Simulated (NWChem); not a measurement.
System: DMAc (C₄H₉NO); SMILES CC(=O)N(C)C

```xyz
15

C     -1.1192    -1.5029    -0.1073
N      0.0185    -0.5990    -0.0336
C      1.3217    -1.2370    -0.0175
C     -0.2081     0.7595     0.0138
C      1.0087     1.6767     0.0903
O     -1.3416     1.2287    -0.0040
H     -1.1290    -2.1825     0.7557
H     -2.0300    -0.9058    -0.1123
H     -1.0717    -2.1099    -1.0218
H      2.1226    -0.5013     0.0392
H      1.4712    -1.8374    -0.9264
H      1.4132    -1.9108     0.8464
H      0.6357     2.7009     0.1194
H      1.6075     1.4928     0.9896
H      1.6651     1.5640    -0.7801
```
Atoms are numbered in this order, from 1.

Geometry: optimised at B3LYP/6-31G* (spherical d).

Q: Give the principal values of the shielding tensors (ppm) of C1, N2, C3, C4, C5 from B3LYP/6-31G* (spherical d), GIAO (NWChem), with their diamagnetic and paramagnetic parts as GIAO splits them.

A: 
```tsv
atom	σ11	σ22	σ33	isotropic	diamagnetic	paramagnetic
C1	133.7	152.9	188.9	158.5	250.1	-91.6
N2	57.3	178.5	230.4	155.4	320.5	-165.1
C3	137.9	138.0	186.9	154.3	249.6	-95.4
C4	-44.5	48.1	98.4	34.0	248.5	-214.5
C5	152.9	165.3	189.2	169.1	253.6	-84.5
```
